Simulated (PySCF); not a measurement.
CH5AlO2, charge +1, doublet, at a GFN2-xTB geometry (such geometries of metal compounds can be far from the true shape) (a state made from the parent by changing its charge; the spin is typed, not shown lowest). Base run: B3LYP/6-31G** (PySCF).

Geometry (Å):
```xyz
9

Al     0.1762     0.1659     0.0121
C     -1.3661    -1.2926    -0.0902
H     -0.9534    -2.1266    -0.6562
H     -2.0748    -0.6563    -0.6252
H     -1.6323    -1.5500     0.9337
O     -0.3399     1.4805    -0.8067
H     -0.1147     2.3644    -1.0940
O      1.4181    -0.4212     0.8629
H      2.0555    -0.9062     1.3761
```
Charge +1, spin multiplicity 2.
Orbitals are unrestricted.
All else is at PySCF's defaults.
Base energy -433.75412 Eh.

Each row names what was changed in the base input (with any setting that the change needs).

```
change                                                                            ΔE vs base (mEh)  SCF cycles  <S^2>        outcome
--------------------------------------------------------------------------------  ----------------  ----------  -----  -------------
base                                                                                         0.000          12  0.754      converged
level_shift = 1.0 (with mf.max_cycle = 100)                                                  0.000          68  0.754      converged
solver = newton; init_guess = 1e                                                             0.000           -  0.754      converged
diis = off (with mf.max_cycle = 100)                                                             -         100      -  not converged
level_shift = 0.1 (with mf.max_cycle = 100)                                                  0.000          18  0.754      converged
conv_tol = 1e-6                                                                              0.000           9  0.754      converged
level_shift = 0.3 (with mf.max_cycle = 100)                                                  0.000          27  0.754      converged
init_guess = huckel                                                                          0.000          15  0.754      converged
diis = off; damp = 0.3 (with mf.diis_start_cycle = 200; with mf.max_cycle = 150)                 -         150      -  not converged
diis_space = 20                                                                              0.000          12  0.754      converged
diis_space = 12                                                                              0.000          12  0.754      converged
init_guess = atom                                                                            0.000          12  0.754      converged
init_guess = mod_huckel                                                                      0.000          15  0.754      converged
```

Open shells are given as the SCF converged; they aren't shown to be the lowest states, and a large step between rows can be another state.
